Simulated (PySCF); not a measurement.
Si(F)(OH)(OSiH3)2, SMILES O[Si](F)(O[SiH3])O[SiH3] at its PBE0/def2-SVP optimised geometry (Å):

```
14

O      2.1946     1.3558    -0.6677
Si     0.9167     0.8273     0.2060
F      1.2828     0.8637     1.7749
O     -0.3946     1.7719     0.0000
Si    -2.0607     1.7719     0.0000
O      0.6070    -0.7090    -0.2240
Si     1.2569    -2.0660    -0.9417
H      2.4697     2.2702    -0.5586
H     -2.5796     1.0761     1.2137
H     -2.5696     1.0832    -1.2214
H     -2.5122     3.1907     0.0000
H      0.3080    -3.1907    -0.7146
H      2.5796    -2.3911    -0.3334
H      1.4237    -1.8379    -2.4060
```

Level of theory: PBE0/def2-TZVP in PySCF.

Map of the deformation density (molecule minus spherical neutral atoms) (e/bohr³) on the plane z = 1.0 Å:

```
|1111111111111111111111111111111|
|1111111111111111111111111111111|
|1111111111111111111111111111111|
|1111111111111111111111111111111|
|1111111111111111111111111111111|
|1111111111111111111111111111111|
|1111111111111111111111111111111|
|1111111111111111111111111111111|
|1111111111001111111111111111111|
|1111111111001111111111111111111|
|1111111232101111100111111111111|
|1111111376211111001111111111111|
|1111111496211110014311111111111|
|1111111243211100025411111111111|
|1111111111111100002211111111111|
|1111111111111110000011111111111|
|1111111111111111111111111111111|
|1111111111111111111111111111111|
|1111111111111111111111111111111|
|1111111111111111111111111111111|
|1111111111111111111111111111111|
|1111111111111111111111111111111|
|1111111111111111111111111111111|
|1111111111111111111111111111111|
|1111111111111111111111111111111|
|1111111111111111111111111111111|
|1111111111111111111111111111111|
|1111111111111111111111111111111|
|1111111111111111111111111111111|
|1111111111111111111111111111111|
|1111111111111111111111111111111|
```
Scale: ten equal steps from -0.016 (start of '0') to 0.077 (end of '9'), in the order '0123456789'; x runs from -5.50 to 5.50, y from -5.50 (bottom) to 5.50 (top).
